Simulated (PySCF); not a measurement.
# P25H13: Orbital levels and atomic charges

System: P25H13 (flake blue phosphorene).

Cartesian coordinates (Å):
```
  1 P     4.120    3.040   -0.592
  2 P     2.522    3.960    0.569
  3 P     0.889    3.024   -0.553
  4 P     0.896    1.138    0.585
  5 P     2.491    0.213   -0.607
  6 P     4.117    1.162    0.539
  7 P    -0.720    0.217   -0.580
  8 P    -0.711   -1.639    0.592
  9 P     0.890   -2.580   -0.590
 10 P     2.508   -1.648    0.569
 11 P    -0.717    3.947    0.611
 12 P    -2.324    3.021   -0.549
 13 P    -2.321    1.144    0.605
 14 P    -3.955    3.964    0.572
 15 P    -5.576    3.025   -0.550
 16 P    -5.583    1.153    0.574
 17 P    -3.951    0.211   -0.546
 18 P    -3.953   -1.643    0.613
 19 P    -2.350   -2.574   -0.548
 20 P     5.750    0.234   -0.589
 21 P     4.133   -2.599   -0.552
 22 P     5.759   -1.635    0.537
 23 P    -2.353   -4.456    0.576
 24 P    -0.742   -5.395   -0.556
 25 P     0.899   -4.459    0.536
 26 H     5.123    3.588    0.221
 27 H     2.487    5.107   -0.237
 28 H    -0.713    5.101   -0.190
 29 H    -3.939    5.095   -0.256
 30 H    -6.558    3.594    0.271
 31 H    -6.554    0.574   -0.255
 32 H    -4.952   -2.221   -0.188
 33 H     6.722    0.815    0.237
 34 H     4.146   -3.714    0.298
 35 H     6.739   -2.206   -0.287
 36 H    -3.347   -5.003   -0.246
 37 H    -0.734   -6.525    0.273
 38 H     1.864   -5.030   -0.305
```

Method: wB97X-D/6-31G*, gas phase, PySCF, fitting set def2-universal-JFIT up to Ne and JKFIT beyond, grid level 1.

(1) Give the orbital energies near the gap.

(2) Give the partial charges of the non-hydrogen atoms.

Results:

(1) 
```tsv
orbital	eV
HOMO-4	-8.33
HOMO-3	-8.27
HOMO-2	-8.17
HOMO-1	-8.08
HOMO	-8.07
LUMO	-0.25
LUMO+1	-0.21
LUMO+2	-0.17
LUMO+3	-0.13
```

(2) 
```json
{"atom": "P1", "Mulliken": "-0.02", "IAO": "0.02", "Hirshfeld": "0.01"}
{"atom": "P2", "Mulliken": "-0.02", "IAO": "0.02", "Hirshfeld": "0.01"}
{"atom": "P3", "Mulliken": "-0.03", "IAO": "-0.01", "Hirshfeld": "-0.01"}
{"atom": "P4", "Mulliken": "-0.02", "IAO": "-0.01", "Hirshfeld": "-0.01"}
{"atom": "P5", "Mulliken": "-0.03", "IAO": "-0.02", "Hirshfeld": "-0.01"}
{"atom": "P6", "Mulliken": "-0.03", "IAO": "-0.02", "Hirshfeld": "-0.01"}
{"atom": "P7", "Mulliken": "0.00", "IAO": "0.00", "Hirshfeld": "-0.01"}
{"atom": "P8", "Mulliken": "-0.03", "IAO": "-0.02", "Hirshfeld": "-0.01"}
{"atom": "P9", "Mulliken": "-0.02", "IAO": "-0.01", "Hirshfeld": "-0.01"}
{"atom": "P10", "Mulliken": "-0.01", "IAO": "-0.01", "Hirshfeld": "-0.01"}
{"atom": "P11", "Mulliken": "-0.01", "IAO": "0.03", "Hirshfeld": "0.02"}
{"atom": "P12", "Mulliken": "-0.03", "IAO": "-0.01", "Hirshfeld": "-0.01"}
{"atom": "P13", "Mulliken": "-0.04", "IAO": "-0.03", "Hirshfeld": "-0.01"}
{"atom": "P14", "Mulliken": "-0.03", "IAO": "0.02", "Hirshfeld": "0.01"}
{"atom": "P15", "Mulliken": "-0.03", "IAO": "0.02", "Hirshfeld": "0.01"}
{"atom": "P16", "Mulliken": "-0.03", "IAO": "0.02", "Hirshfeld": "0.01"}
{"atom": "P17", "Mulliken": "-0.03", "IAO": "-0.01", "Hirshfeld": "-0.01"}
{"atom": "P18", "Mulliken": "-0.01", "IAO": "0.03", "Hirshfeld": "0.02"}
{"atom": "P19", "Mulliken": "-0.03", "IAO": "-0.01", "Hirshfeld": "-0.01"}
{"atom": "P20", "Mulliken": "-0.03", "IAO": "0.02", "Hirshfeld": "0.01"}
{"atom": "P21", "Mulliken": "-0.04", "IAO": "0.01", "Hirshfeld": "0.01"}
{"atom": "P22", "Mulliken": "-0.03", "IAO": "0.03", "Hirshfeld": "0.01"}
{"atom": "P23", "Mulliken": "-0.03", "IAO": "0.02", "Hirshfeld": "0.01"}
{"atom": "P24", "Mulliken": "-0.03", "IAO": "0.03", "Hirshfeld": "0.01"}
{"atom": "P25", "Mulliken": "-0.04", "IAO": "0.01", "Hirshfeld": "0.01"}
```
